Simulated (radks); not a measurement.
All-electron atom: As I in [Ar] 3d10 4s1.5 4p3.5 (fractional occupations, a model configuration). All-electron calculation, Dirac Kohn-Sham, SOGGA, spin-unpolarised, spherical densities, finite nucleus; open shells are shared between the two j in proportion to 2j + 1; Fermi nuclear charge, rms radius 4.0968 fm. Program: a radial shooting solver on a logarithmic mesh with Libxc functionals.

Normalised radial functions P(r) = r R(r) (large component), r in bohr:

```
   r/bohr * 3p3/2 (the largest magnitude, 1.36, reaches the edge; | marks zero)
 0.004541                             *
 0.005244                             *
 0.006008                             *
 0.006883                             *
 0.007886                             *
 0.009035                             |*
  0.01035                             |*
  0.01195                             |*
   0.0137                             |*
  0.01569                             | *
  0.01798                             | *
   0.0206                             | *
   0.0236                             |  *
  0.02725                             |   *
  0.03122                             |    *
  0.03577                             |     *
  0.04098                             |      *
  0.04695                             |       *
  0.05422                             |         *
  0.06212                             |          *
  0.07117                             |           *
  0.08154                             |            *
  0.09342                             |             *
    0.107                             |              *
   0.1236                             |             *
   0.1416                             |            *
   0.1622                             |         *
   0.1859                             |      *
    0.213                             | *
    0.244                         *   |
   0.2818                   *         |
   0.3228             *               |
   0.3698        *                    |
   0.4237    *                        |
   0.4855  *                          |
   0.5606  *                          |
   0.6423    *                        |
   0.7359       *                     |
   0.8431           *                 |
   0.9659               *             |
    1.107                   *         |
    1.278                       *     |
    1.464                         *   |
    1.678                           * |
    1.922                            *|
    2.202                             *
    2.523                             *
    2.913                             *
    3.338                             *
    3.824                             *
    4.381                             *
    5.019                             *
    5.751                             *
    6.641                             *
    7.609                             *
    8.717                             *
```

3p3/2: eigenvalue -132.57 eV, 1 radial node at r = 0.224 bohr, <r> = 0.621 bohr, 90 % of the charge inside 0.953 bohr.
